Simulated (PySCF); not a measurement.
Gas-phase reaction: 2 GeBr2 + O2 = Ge2O2 + 2 Br2

Computed with PySCF (xtb for GFN2) and rigid-rotor harmonic-oscillator thermochemistry at 1 bar. † marks an energy on the PBE0/def2-TZVP geometry and frequencies; other levels use their own. Open shells (unrestricted): O2 (multiplicity 3); the rest are closed-shell singlets. GFN2 has no spin-polarisation term. Br, Ge: all electrons, no relativistic terms. Ge2O2: computed as isolated molecules; such fragments, hydroxides, amides, oligomers or adducts are transient or little studied in the gas.

```json
[
 {"level": "GFN2-xTB", "ΔH°(298 K), kJ": "-285"},
 {"level": "PBE/def2-SVP", "ΔH°(298 K), kJ": "24"},
 {"level": "PBE0/def2-QZVP†", "ΔH°(298 K), kJ": "-18"},
 {"level": "PBE0/def2-SVP†", "ΔH°(298 K), kJ": "…"},
 {"level": "PBE0/def2-TZVP", "ΔH°(298 K), kJ": "…"},
 {"level": "LDA/def2-TZVP†", "ΔH°(298 K), kJ": "…"},
 {"level": "ωB97X-V/def2-TZVP†", "ΔH°(298 K), kJ": "-40"}
]
```

Question: Some entries are withheld; supply them.

Answer: 
- PBE0/def2-SVP†, ΔH°(298 K), kJ: 35
- PBE0/def2-TZVP, ΔH°(298 K), kJ: -6
- LDA/def2-TZVP†, ΔH°(298 K), kJ: -58
